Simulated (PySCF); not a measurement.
Correlation energy of S⁻ (sulfur, charge -1)

[Ne] 3s2 3p5, 2P determinant. Calculation: PySCF 2.14, in dyall-av3z (19s12p3d2f, 84 functions); the non-relativistic Hamiltonian (point nucleus). Frozen: [Ne]; 7 electrons correlated; the 26 highest virtual orbitals of each spin left out.

MP2 pair energies summed by pair of shells (mhartree):

| pair | energy | share (%) |
| --- | --- | --- |
| 3p-3p | -94.13 | 59.4 |
| 3s-3p | -54.28 | 34.3 |
| 3s-3s | -10.05 | 6.3 |

Total MP2 correlation energy: -158.47 mhartree.

Same-spin part -36.67 and opposite-spin part -121.80 mhartree; SCS-MP2 scales them by 1/3 and 6/5 to -158.38 mhartree.
